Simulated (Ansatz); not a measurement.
Geometry optimisation, RHF/6-31G* (Ansatz 0.2.0).

The input (input.yaml):

```yaml
crystal:
  periodic: [false, false, false]
  atoms:
    - { symbol: B, position_ang: [0.0, 0.0, 0.0] }
    - { symbol: O, position_ang: [0.0, 0.0, 1.76] }
    - { symbol: H, position_ang: [-0.9095, -0.2814, 2.0971] }
    - { symbol: H, position_ang: [1.0305, 0.0, -0.595] }
    - { symbol: H, position_ang: [-1.0305, 0.0, -0.595] }
    - { symbol: "N", position_ang: [0.0829, 1.7537, 0.5833] }
    - { symbol: H, position_ang: [0.4765, 1.9752, 1.5423] }
    - { symbol: Si, position_ang: [-0.5112, 3.0986, -0.4893] }
    - { symbol: H, position_ang: [-0.8669, 2.5573, -1.7978] }
    - { symbol: H, position_ang: [-1.6857, 3.721, 0.1147] }
    - { symbol: H, position_ang: [0.5416, 4.0978, -0.6466] }
    - { symbol: H, position_ang: [0.0529, 1.1189, 1.5507] }
basis:
  gaussian: { orbitals: "6-31G*" }
hamiltonian:
  xc: hf
relax:
  f_tol: 0.15
  max_steps: 25
  restrain:
    - { distance: [0, 5], at: 2.75, k: 30.0 }
    - { distance: [11, 1], at: 2.21, k: 30.0 }
    - { distance: [0, 1], at: 1.41, k: 30.0 }
    - { distance: [11, 5], at: 1.06, k: 30.0 }
```

Run as:

```bash
$ ansatz run input.yaml --threads 1 --pin off --max-ram 2048MiB --backend cpu --events-out ev --progress --plain --runs-dir out
```

Question: Where does it end, and by what steps?

Answer: The run converged. The restraints hold the end off the free minimum. After 13 steps the energy has fallen by 5.562 eV (the restraints' own energy left out); H7 moved furthest, 1.20 Å.

| step | energy less start (eV) | largest force component (eV/Å) | accepted |
| --- | --- | --- | --- |
| 0 | 0.0000 | 4.962 | yes |
| 1 | -0.5221 | 4.330 | yes |
| 2 | -1.1118 | 5.234 | yes |
| 3 | -2.4704 | 4.158 | yes |
| 4 | -4.2701 | 3.740 | yes |
| 5 | -5.2355 | 1.795 | yes |
| 6 | -5.4261 | 1.236 | yes |
| 7 | -5.4873 | 1.073 | yes |
| 8 | -5.5269 | 0.892 | yes |
| 9 | -5.5478 | 0.895 | yes |
| 10 | -5.5336 | 1.132 | no |
| 11 | -5.5555 | 0.872 | yes |
| 12 | -5.5540 | 0.878 | no |
| 13 | -5.5621 | 0.876 | yes |

```xyz
12
Properties=species:S:1:pos:R:3
B 0.097 -0.505 0.272
O -0.476 -0.487 1.527
H -1.423 -0.514 1.503
H 1.279 -0.592 0.215
H -0.593 -0.531 -0.702
N 0.323 2.215 0.619
H 1.298 2.374 0.763
Si -0.607 3.340 -0.309
H -1.106 2.758 -1.572
H -1.787 3.801 0.454
H 0.250 4.493 -0.648
H -0.074 1.690 1.402
```

Time of the run: 26 s on 1 thread of Arm Neoverse V2, with other jobs on the host, peak memory 0.14 GiB.
